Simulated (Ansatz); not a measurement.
Ansatz (a quantum-chemistry and plane-wave program) input (PBE/6-31G*):

Ansatz 0.2 input:
```yaml
crystal:
  periodic: [false, false, false]
  atoms:
    - {symbol: C, position_ang: [-0.95996246, -1.11005754, -0.62521738]}
    - {symbol: C, position_ang: [0.23956458, -0.17384946, -0.59056356]}
    - {symbol: C, position_ang: [1.52908113, -0.83805889, 0.02922468]}
    - {symbol: C, position_ang: [0.06609459, 1.04385345, 0.16775925]}
    - {symbol: O, position_ang: [-0.92292247, 1.19485397, 0.94832779]}
    - {symbol: H, position_ang: [-1.20760704, -1.47369234, 0.37194651]}
    - {symbol: H, position_ang: [-1.83862268, -0.61923856, -1.04279244]}
    - {symbol: H, position_ang: [-0.72185562, -1.96954308, -1.24897007]}
    - {symbol: H, position_ang: [0.54334058, 0.14890000, -1.59692031]}
    - {symbol: H, position_ang: [1.75229131, -1.70272961, -0.59329675]}
    - {symbol: H, position_ang: [2.39173959, -0.17320244, 0.01956341]}
    - {symbol: H, position_ang: [1.33176393, -1.17292668, 1.04608200]}
    - {symbol: H, position_ang: [0.81049883, 1.84074597, 0.11750848]}
    - {symbol: H, position_ang: [-0.92683600, 2.03152949, 1.45303878]}
basis:
  gaussian:
    orbitals: 6-31G*
hamiltonian:
  xc: {name: PBE}
total_charge: 1
relax: {f_tol: 0.003, max_steps: 120}
```

Output:

```
Functional definition: PBE
integrals: 0.04 GiB planned
1203 factors; their error is unknown
mean field: 0.25 GiB planned
mean field evaluation 1: about -6308.6402 eV, gradient 8.8e1 eV
mean field evaluation 2: about -6279.9523 eV, gradient 1.4e2 eV
mean field evaluation 4: about -6325.6960 eV, gradient 8.8e0 eV
mean field evaluation 8: about -6325.8680 eV, gradient 3.3e-1 eV
mean field evaluation 16: about -6325.7846 eV, gradient 4.4e-4 eV
mean field -6325.78463819 eV, -232.4682976828 hartree, gradient 4.4e-5 eV, S^2 0.000000; 0 other end points of the search recorded, 0 dependent functions left out
the calculation of the forces begins
reference -6325.78466014 eV, -232.4682984891 hartree; 20, 20 occupied and 73, 73 virtual orbitals, 1203 factors
relax step   1: F+E_penalty+E_count = -6325.78463819 eV  Δ(F+E_penalty+E_count) = +0.000e0 eV  max|allowed force component| = 9.136e-1 eV/Å  Δτ_max = 0.0000 Å  (29 SCF iters, accepted)
these checks for a lower state are left out or cut short: starts, cluster_reference, orbital_swaps, neighbouring_geometries, increment
integrals: 0.04 GiB planned
1203 factors; their error is unknown
mean field: 0.25 GiB planned
mean field -6325.81957040 eV, -232.4695814176 hartree, gradient 1.4e-5 eV, S^2 0.000000; 0 other end points of the search recorded, 0 dependent functions left out
the calculation of the forces begins
reference -6325.81959246 eV, -232.4695822285 hartree; 20, 20 occupied and 73, 73 virtual orbitals, 1203 factors
relax step   2: F+E_penalty+E_count = -6325.81957040 eV  Δ(F+E_penalty+E_count) = -3.493e-2 eV  max|allowed force component| = 3.561e-1 eV/Å  Δτ_max = 0.0181 Å  (33 SCF iters, accepted)
these checks for a lower state are left out or cut short: starts, cluster_reference, orbital_swaps, neighbouring_geometries, increment
integrals: 0.04 GiB planned
1203 factors; their error is unknown
mean field: 0.25 GiB planned
mean field evaluation 32: about -6325.8236 eV, gradient 1.4e-5 eV
mean field -6325.82364914 eV, -232.4697313085 hartree, gradient 1.4e-5 eV, S^2 0.000000; 0 other end points of the search recorded, 0 dependent functions left out
the calculation of the forces begins
reference -6325.82367127 eV, -232.4697321219 hartree; 20, 20 occupied and 73, 73 virtual orbitals, 1203 factors
relax step   3: F+E_penalty+E_count = -6325.82364914 eV  Δ(F+E_penalty+E_count) = -4.079e-3 eV  max|allowed force component| = 6.609e-2 eV/Å  Δτ_max = 0.0086 Å  (33 SCF iters, accepted)
these checks for a lower state are left out or cut short: starts, cluster_reference, orbital_swaps, neighbouring_geometries, increment
integrals: 0.04 GiB planned
1203 factors; their error is unknown
mean field: 0.25 GiB planned
mean field -6325.82129230 eV, -232.4696446962 hartree, gradient 1.4e-5 eV, S^2 0.000000; 0 other end points of the search recorded, 0 dependent functions left out
the calculation of the forces begins
reference -6325.82131445 eV, -232.4696455104 hartree; 20, 20 occupied and 73, 73 virtual orbitals, 1203 factors
relax step   4: F+E_penalty+E_count = -6325.82129230 eV  Δ(F+E_penalty+E_count) = +2.357e-3 eV  max|allowed force component| = 2.266e-1 eV/Å  Δτ_max = 0.0141 Å  (33 SCF iters, rejected (line search))
these checks for a lower state are left out or cut short: starts, cluster_reference, orbital_swaps, neighbouring_geometries, increment
integrals: 0.04 GiB planned
1203 factors; their error is unknown
mean field: 0.25 GiB planned
mean field -6325.82386728 eV, -232.4697393253 hartree, gradient 1.5e-5 eV, S^2 0.000000; 0 other end points of the search recorded, 0 dependent functions left out
the calculation of the forces begins
reference -6325.82388942 eV, -232.4697401389 hartree; 20, 20 occupied and 73, 73 virtual orbitals, 1203 factors
relax step   5: F+E_penalty+E_count = -6325.82386728 eV  Δ(F+E_penalty+E_count) = -2.181e-4 eV  max|allowed force component| = 1.872e-2 eV/Å  Δτ_max = 0.0032 Å  (33 SCF iters, accepted)
these checks for a lower state are left out or cut short: starts, cluster_reference, orbital_swaps, neighbouring_geometries, increment
integrals: 0.04 GiB planned
1203 factors; their error is unknown
mean field: 0.25 GiB planned
mean field -6325.82390469 eV, -232.4697407000 hartree, gradient 1.5e-5 eV, S^2 0.000000; 0 other end points of the search recorded, 0 dependent functions left out
the calculation of the forces begins
reference -6325.82392683 eV, -232.4697415137 hartree; 20, 20 occupied and 73, 73 virtual orbitals, 1203 factors
relax step   6: F+E_penalty+E_count = -6325.82390469 eV  Δ(F+E_penalty+E_count) = -3.741e-5 eV  max|allowed force component| = 5.810e-3 eV/Å  Δτ_max = 0.0021 Å  (33 SCF iters, accepted)
these checks for a lower state are left out or cut short: starts, cluster_reference, orbital_swaps, neighbouring_geometries, increment
integrals: 0.04 GiB planned
1203 factors; their error is unknown
mean field: 0.25 GiB planned
mean field -6325.82390750 eV, -232.4697408033 hartree, gradient 2.3e-5 eV, S^2 0.000000; 0 other end points of the search recorded, 0 dependent functions left out
the calculation of the forces begins
reference -6325.82392964 eV, -232.4697416169 hartree; 20, 20 occupied and 73, 73 virtual orbitals, 1203 factors
relax step   7: F+E_penalty+E_count = -6325.82390750 eV  Δ(F+E_penalty+E_count) = -2.811e-6 eV  max|allowed force component| = 4.468e-3 eV/Å  Δτ_max = 0.0008 Å  (22 SCF iters, accepted)
these checks for a lower state are left out or cut short: starts, cluster_reference, orbital_swaps, neighbouring_geometries, increment
integrals: 0.04 GiB planned
1203 factors; their error is unknown
mean field: 0.25 GiB planned
mean field evaluation 64: about -6325.8239 eV, gradient 1.4e-4 eV
mean field -6325.82390836 eV, -232.4697408347 hartree, gradient 1.2e-5 eV, S^2 0.000000; 0 other end points of the search recorded, 0 dependent functions left out
the calculation of the forces begins
reference -6325.82393050 eV, -232.4697416483 hartree; 20, 20 occupied and 73, 73 virtual orbitals, 1203 factors
relax step   8: F+E_penalty+E_count = -6325.82390836 eV  Δ(F+E_penalty+E_count) = -8.531e-7 eV  max|allowed force component| = 5.165e-3 eV/Å  Δτ_max = 0.0005 Å  (22 SCF iters, accepted)
these checks for a lower state are left out or cut short: starts, cluster_reference, orbital_swaps, neighbouring_geometries, increment
integrals: 0.04 GiB planned
1203 factors; their error is unknown
mean field: 0.25 GiB planned
mean field -6325.82390907 eV, -232.4697408610 hartree, gradient 5.6e-5 eV, S^2 0.000000; 0 other end points of the search recorded, 0 dependent functions left out
the calculation of the forces begins
reference -6325.82393121 eV, -232.4697416747 hartree; 20, 20 occupied and 73, 73 virtual orbitals, 1203 factors
relax step   9: F+E_penalty+E_count = -6325.82390907 eV  Δ(F+E_penalty+E_count) = -7.179e-7 eV  max|allowed force component| = 5.007e-4 eV/Å  Δτ_max = 0.0003 Å  (18 SCF iters, accepted)
integrals: 0.04 GiB planned
1203 factors; their error is unknown
mean field: 0.25 GiB planned
mean field -6325.82390907 eV, -232.4697408610 hartree, gradient 5.6e-5 eV, S^2 0.000000; 1 other end points of the search recorded, 0 dependent functions left out
the calculation of the forces begins
reference -6325.82393121 eV, -232.4697416747 hartree; 20, 20 occupied and 73, 73 virtual orbitals, 1203 factors
Total energy: -6325.82393121 eV, -232.4697416747 hartree
Atom 0 at    -0.968147    -1.116588    -0.628699 Å, force     0.000097    -0.000030    -0.000010 eV/Å
Atom 1 at     0.235042    -0.174270    -0.593227 Å, force    -0.000122     0.000111    -0.000481 eV/Å
Atom 2 at     1.536998    -0.835508     0.030218 Å, force     0.000181     0.000286     0.000107 eV/Å
Atom 3 at     0.068680     1.049968     0.169762 Å, force    -0.000327     0.000173     0.000501 eV/Å
Atom 4 at    -0.942708     1.199967     0.952080 Å, force     0.000121    -0.000142    -0.000205 eV/Å
Atom 5 at    -1.223469    -1.482793     0.378858 Å, force    -0.000065     0.000045     0.000041 eV/Å
Atom 6 at    -1.855793    -0.623600    -1.056131 Å, force    -0.000020    -0.000010    -0.000085 eV/Å
Atom 7 at    -0.725132    -1.987940    -1.255491 Å, force    -0.000010    -0.000050     0.000032 eV/Å
Atom 8 at     0.549070     0.149283    -1.610324 Å, force    -0.000065    -0.000131     0.000045 eV/Å
Atom 9 at     1.756603    -1.711780    -0.600348 Å, force    -0.000055    -0.000088     0.000011 eV/Å
Atom 10 at     2.412484    -0.167436     0.012418 Å, force     0.000052    -0.000027    -0.000066 eV/Å
Atom 11 at     1.343300    -1.172639     1.059699 Å, force    -0.000014     0.000004     0.000068 eV/Å
Atom 12 at     0.827231     1.850703     0.133940 Å, force     0.000307    -0.000173    -0.000100 eV/Å
Atom 13 at    -0.927591     2.049216     1.462935 Å, force    -0.000081     0.000031     0.000144 eV/Å
Dipole moment:     0.154142     0.779417     0.223550 e Å
```

The dipole moment of an ion depends on the origin.

The geometry given is a B3LYP-D3(BJ)/def2-TZVP minimum.
